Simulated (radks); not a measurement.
Results of a calculation; reference values are marked as such.
How relativity changes the ionisation of the praseodymium ion Pr2+ ([Xe] 4f3) to Pr3+ ([Xe] 4f2). Spin-unpolarised spherical Kohn-Sham, PBE, point nucleus unless stated (finite: rms radius 4.8919 fm), a radial shooting solver on a logarithmic mesh with Libxc functionals. A level marked "c x" has the speed of light scaled by that factor and shares open shells by 2j + 1; other Dirac levels either fill j = l - 1/2 first or share by 2j + 1.

[
 {"level": "non-rel.", "E(Pr2+) (hartree)": "-8923.0590", "E(Pr3+) (hartree)": "-8922.1545", "IE (eV)": "24.613", "HOMO": "4f", "<r> HOMO (bohr)": "1.066"},
 {"level": "scalar-rel.", "E(Pr2+) (hartree)": "-9236.7298", "E(Pr3+) (hartree)": "-9235.9369", "IE (eV)": "21.578", "HOMO": "4f", "<r> HOMO (bohr)": "1.146"},
 {"level": "scalar-rel., finite nucleus", "E(Pr2+) (hartree)": "-9236.2622", "E(Pr3+) (hartree)": "-9235.4692", "IE (eV)": "21.579", "HOMO": "4f", "<r> HOMO (bohr)": "1.146"},
 {"level": "Dirac, 2j+1 shares", "E(Pr2+) (hartree)": "-9242.0106", "E(Pr3+) (hartree)": "-9241.2196", "IE (eV)": "21.523", "HOMO": "4f7/2", "<r> HOMO (bohr)": "1.153"},
 {"level": "Dirac, low j first", "E(Pr2+) (hartree)": "-9242.0324", "E(Pr3+) (hartree)": "-9241.2364", "IE (eV)": "21.660", "HOMO": "4f5/2", "<r> HOMO (bohr)": "1.140"},
 {"level": "Dirac, 2j+1 shares, finite nucleus", "E(Pr2+) (hartree)": "-9241.5407", "E(Pr3+) (hartree)": "-9240.7497", "IE (eV)": "21.524", "HOMO": "4f7/2", "<r> HOMO (bohr)": "1.153"},
 {"level": "Dirac, c x 0.85", "E(Pr2+) (hartree)": "-9382.6412", "E(Pr3+) (hartree)": "-9381.8919", "IE (eV)": "20.389", "HOMO": "4f7/2", "<r> HOMO (bohr)": "1.196"},
 {"level": "Dirac, c x 1.25", "E(Pr2+) (hartree)": "-9120.0934", "E(Pr3+) (hartree)": "-9119.2623", "IE (eV)": "22.615", "HOMO": "4f7/2", "<r> HOMO (bohr)": "1.119"},
 {"level": "Dirac, c x 100", "E(Pr2+) (hartree)": "-8923.0881", "E(Pr3+) (hartree)": "-8922.1836", "IE (eV)": "24.613", "HOMO": "4f7/2", "<r> HOMO (bohr)": "1.066"}
]

NIST Atomic Spectra Database: 21.624 eV (measured). The relativistic part of the total energy of Pr2+ is -318.5 hartree (Dirac, 2j+1 shares, finite nucleus), 3.6 % of the non-relativistic value. Spin polarisation and multiplet splitting of open shells are left out at every level.

Beside tabulated values, note that relativity, absent from the non-relativistic runs, is large for the heavy elements, and spin-unpolarised runs miss the spin-polarisation part of the exchange energy of open shells.
